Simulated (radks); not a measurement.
Results of a calculation; reference values are marked as such.
Er, 68 electrons, occupied as [Kr] 4d10 4f12 5s1 5p6 6s2 5f1 (not the ground configuration). Code: a radial shooting solver on a logarithmic mesh with Libxc functionals. Model: Dirac Kohn-Sham, B86b exchange with PBE correlation, spin-unpolarised, spherical densities, finite nucleus; open shells fill j = l - 1/2 first; Fermi nuclear charge, rms radius 5.2516 fm. Some entries of the table are withheld. Estimate them.

| orbital | occ. | eigenvalue (hartree) | <1/r> (bohr^-1) |
|---|---|---|---|
| 1s1/2 | 2 | -2106.134 | (1) |
| 2s1/2 | 2 | (2) | 18.65 |
| 2p1/2 | 2 | -337.2020 | 18.63 |
| 2p3/2 | 4 | -303.5006 | 16.15 |
| 3s1/2 | 2 | -79.60699 | 6.827 |
| 3p1/2 | 2 | -72.24183 | 6.743 |
| 3p3/2 | 4 | -65.16294 | 6.111 |
| 3d3/2 | 4 | -52.55452 | 5.996 |
| 3d5/2 | 6 | -51.00736 | 5.841 |
| 4s1/2 | 2 | -16.02644 | (3) |
| 4p1/2 | 2 | -13.08198 | 2.744 |
| 4p3/2 | 4 | -11.49239 | 2.526 |
| 4d3/2 | 4 | -6.64423 | 2.303 |
| 4d5/2 | 6 | -6.35561 | 2.249 |
| 5s1/2 | 1 | -2.29286 | 1.076 |
| 5p1/2 | 2 | (4) | 0.9501 |
| 5p3/2 | 4 | (5) | 0.8749 |
| 4f5/2 | 6 | (6) | 1.680 |
| 4f7/2 | 6 | (7) | 1.653 |
| 6s1/2 | 2 | -0.32838 | 0.3733 |
| 5d3/2 | 0 | -0.29573 | 0.5521 |
| 5d5/2 | 0 | -0.28110 | 0.5356 |
| 6p1/2 | 0 | -0.18801 | 0.3013 |
| 6p3/2 | 0 | -0.16814 | 0.2832 |
| 7s1/2 | 0 | -0.06586 | 0.1372 |
| 5f5/2 | 1 | (8) | 0.06630 |
| 5f7/2 | 0 | (9) | 0.06629 |

Answer. 
(1) 1s1/2 <1/r> (bohr^-1): 77.55
(2) 2s1/2 eigenvalue (hartree): -353.9657
(3) 4s1/2 <1/r> (bohr^-1): 2.853
(4) 5p1/2 eigenvalue (hartree): -1.48444
(5) 5p3/2 eigenvalue (hartree): -1.27652
(6) 4f5/2 eigenvalue (hartree): -0.53678
(7) 4f7/2 eigenvalue (hartree): -0.49627
(8) 5f5/2 eigenvalue (hartree): -0.01591
(9) 5f7/2 eigenvalue (hartree): -0.01591
